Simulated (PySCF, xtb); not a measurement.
C₂H₇BFNO, SMILES COCB(N)F.

GFN2-xTB run with xtb at its own geometry gives an orbital gap of 5.63 eV and a dipole moment of 2.13 D.

Coordinates come from a r2SCAN-D4/def2-SVP optimisation. This is a generated structure with no PubChem entry under its InChIKey; it may be hypothetical. One conformer was computed; it need not be the lowest.

Q: What does PySCF with PBE/def2-TZVP give? (An estimate is asked for; the answer gives what the named calculation found.)

A: gap 5.67 eV (levels -5.65 and 0.02 eV), dipole 1.67 D.
